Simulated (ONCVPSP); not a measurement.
## Rh: variants of one ONCV potential

Base potential:

```
Element                 : rhodium
Generator               : ONCVPSP 4.0.1
Type                    : optimised norm-conserving Vanderbilt (ONCV)
Functional              : PBE
Relativity              : fully relativistic
Frozen core             : [Ar] 3d10
Valence charge          : 17
Reference configuration : 4s2 4p6 4d8 5s1
Partial waves           : 4s+5s: rc 1.55 bohr, ncon 4, nbas 8, qcut 6 1/bohr, 2 projectors; 4p: rc 1.70 bohr, ncon 4, nbas 9, qcut 7.4 1/bohr, 1 projector; 4d: rc 1.60 bohr, ncon 3, nbas 7, qcut 10.2 1/bohr, 2 projectors, debl 3.9 Ha
Local potential         : polynomial inside 1.25 bohr (lpopt 5, dvloc0 4 Ha)
Core correction         : none
```

Open shells are filled in proportion to 2j + 1.

Cutoffs, loose and tight: the cutoffs (Ha) at which the residual kinetic energy of the hardest occupied pseudo-wave falls to 1 and 0.1 mHa per electron. They do not see the model core or the augmentation charge, which bear on the density cutoff. Test errors are all-electron minus pseudo excitation energies from the reference, over the configurations 4s2 4p6 4d8 5s0; 4s2 4p6 4d7 5s0; 4s2 4p6 4d6 5s0; 4s2 4p6 4d8 5s0.5. A dash means not determined; rows that change the core or the reference have their own tests. The largest error is taken over the tests solved by every variant that gives reliable tests at all: 4s2 4p6 4d6 5s0; 4s2 4p6 4d8 5s0; 4s2 4p6 4d8 5s0.5.

A true bound ghost makes a file unfit for plane-wave use even where its test errors are small: the radial tests pick states by their node count and pass the ghost by.

```csv
change,outcome,"cutoff, loose","cutoff, tight",bound ghosts,GHOST(+) flags above zero,largest test error (meV)
base,generated,28 Ha,62 Ha,p3/2,s,-32
"all radii scaled by about 0.76 (s 1.18, p 1.30, d 1.22 bohr); local potential polynomial inside 0.96 bohr (lpopt 5, dvloc0 4 Ha)",generated,115 Ha,135 Ha,none,s,+5.7
"all radii scaled by about 0.82 (s 1.28, p 1.40, d 1.32 bohr); local potential polynomial inside 1.02 bohr (lpopt 5, dvloc0 4 Ha)",generated,90 Ha,111 Ha,none,s,+5.6
"all radii scaled by about 0.89 (s 1.38, p 1.50, d 1.42 bohr); local potential polynomial inside 1.12 bohr (lpopt 5, dvloc0 4 Ha)",generated,50 Ha,92 Ha,none,s,+5.1
"all radii scaled by about 1.15 (s 1.78, p 1.96, d 1.84 bohr); local potential polynomial inside 1.44 bohr (lpopt 5, dvloc0 4 Ha)",generated,26 Ha,32 Ha,none,none,+8.4
"all radii scaled by about 1.18 (s 1.84, p 2.00, d 1.90 bohr); local potential polynomial inside 1.48 bohr (lpopt 5, dvloc0 4 Ha)",generated,25 Ha,30 Ha,none,none,+9.3
"all radii scaled by about 1.25 (s 1.94, p 2.12, d 2.00 bohr); local potential polynomial inside 1.56 bohr (lpopt 5, dvloc0 4 Ha)",generated,25 Ha,30 Ha,none,none,+8.2
"all radii scaled by about 1.30 (s 2.02, p 2.22, d 2.08 bohr); local potential polynomial inside 1.62 bohr (lpopt 5, dvloc0 4 Ha)",generated,24 Ha,29 Ha,none,none,+9.6
```

(1) What comes out with this change to the base: all radii scaled by about 1.07 (s 1.66, p 1.82, d 1.72 bohr); local potential polynomial inside 1.34 bohr (lpopt 5, dvloc0 4 Ha)?

Results:

(1) outcome: generated; cutoff, loose: 28 Ha; cutoff, tight: 33 Ha; bound ghosts: none; GHOST(+) flags above zero: none; largest test error (meV): +8.8.

Reading the sweep of the scale of all radii (base = 1) (base included, trends over the rows without a ghost): The loose cutoff falls from 115 Ha at 0.76 to 24 Ha at 1.3. A larger radius leaves more room for a smooth pseudo-wave, so fewer plane waves are needed; a smaller one forces it to follow the all-electron wave where it bends sharply. The median size of the test errors (rows with all tests solved) stays near 0.5 meV. Bound ghosts are found at 1.
